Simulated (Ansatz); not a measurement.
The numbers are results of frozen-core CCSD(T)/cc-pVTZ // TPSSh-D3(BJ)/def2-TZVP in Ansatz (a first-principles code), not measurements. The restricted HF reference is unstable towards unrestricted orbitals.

Ansatz 0.2 input:
```yaml
crystal:
  periodic: [false, false, false]
  atoms:
    - { symbol: C, position_ang: [-1.857983, -0.009088, -0.091344] }
    - { symbol: C, position_ang: [-0.582747, 0.371153, -0.223642] }
    - { symbol: C, position_ang: [0.548971, -0.383089, 0.273703] }
    - { symbol: C, position_ang: [1.803708, 0.033984, 0.116758] }
    - { symbol: F, position_ang: [2.850845, -0.674742, 0.580647] }
    - { symbol: H, position_ang: [-2.125334, -0.931964, 0.412] }
    - { symbol: H, position_ang: [-2.669449, 0.5911, -0.482495] }
    - { symbol: H, position_ang: [-0.357721, 1.3038, -0.735485] }
    - { symbol: H, position_ang: [0.367981, -1.32008, 0.790985] }
    - { symbol: H, position_ang: [2.115655, 0.946212, -0.377861] }
basis:
  gaussian: { orbitals: cc-pVTZ }
correlation:
  method: ccsd_t
```

Output:

```
Functional definition: HF
1277 factors; integrals over basis functions are off by at most 7.7e-4 eV
mean field evaluation 1: about -6904.6186 eV, gradient 3.4e1 eV
mean field evaluation 2: about -6904.9032 eV, gradient 3.4e1 eV
mean field evaluation 4: about -6907.9473 eV, gradient 4.3e0 eV
mean field evaluation 8: about -6908.0129 eV, gradient 2.8e-1 eV
mean field evaluation 16: about -6904.6171 eV, gradient 3.4e1 eV
mean field -6908.01354143 eV, -253.8648152280 hartree, gradient 3.6e-6 eV, S^2 0.000000; 0 other end points of the search recorded, 0 dependent functions left out; unrestricted orbitals would lower it
5 core orbitals not correlated
reference -6908.01354143 eV, -253.8648152280 hartree; 14, 14 occupied and 201, 201 virtual orbitals, 1277 factors
second order -24.23894824 eV of doubles, -0.00000000 eV of singles
cycle   1  -24.34297408 eV  change   -1.0e-1 eV  update   1.1e-1
cycle   2  -24.92117025 eV  change   -5.8e-1 eV  update   3.5e-2
cycle   3  -25.07426641 eV  change   -1.5e-1 eV  update   1.8e-2
cycle   4  -25.06757927 eV  change    6.7e-3 eV  update   5.2e-3
cycle   5  -25.06549456 eV  change    2.1e-3 eV  update   2.3e-3
cycle   6  -25.06691158 eV  change   -1.4e-3 eV  update   7.3e-4
cycle   7  -25.06702554 eV  change   -1.1e-4 eV  update   2.9e-4
cycle   8  -25.06684625 eV  change    1.8e-4 eV  update   1.3e-4
cycle   9  -25.06684759 eV  change   -1.3e-6 eV  update   5.7e-5
cycle  10  -25.06688362 eV  change   -3.6e-5 eV  update   1.9e-5
cycle  11  -25.06685206 eV  change    3.2e-5 eV  update   7.7e-6
perturbative correction -1.08779894 eV, -0.0399758738 hartree
Total energy: -6934.16819243 eV, -254.8259809239 hartree
```

Cost: around 2.9 core-minutes (rough).
